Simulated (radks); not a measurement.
Charge is removed step by step from the 5s down level of In, starting from [Kr] 4d10 5s(up 1, down 1) 5p1. All-electron calculation, scalar-relativistic Kohn-Sham, PBEsol, spin-polarised, spherical densities, finite nucleus; open shells are filled with parallel spins first (spin-orbit coupling, left out, can overturn this in heavy ions); Fermi nuclear charge, rms radius 4.6156 fm. Program: a radial shooting solver on a logarithmic mesh with Libxc functionals.

removed (e)  E - E(0) (eV)  eigenvalue (eV)  E minus straight line (eV)
0                    0.000           -7.891                       0.000
0.125                1.037           -8.703                      -0.375
0.25                 2.176           -9.537                      -0.647
0.375                3.421          -10.388                      -0.814
0.5                  4.774          -11.255                      -0.873
0.625                6.235          -12.138                      -0.823
0.75                 7.808          -13.035                      -0.662
0.875                9.494          -13.946                      -0.388
1                   11.294          -14.849                       0.000

Removing the whole electron costs 11.294 eV by Delta-SCF, against 7.891 eV from minus the eigenvalue at the starting occupation. Slater's transition state (half an electron removed) gives 11.255 eV. Integrating minus the eigenvalue over the occupation (Janak's theorem) gives 11.296 eV. In this scalar-relativistic scheme the density is built from large components alone, so the theorem holds only approximately. The mean slope of the eigenvalue, de/dn, is 6.96 eV per electron.
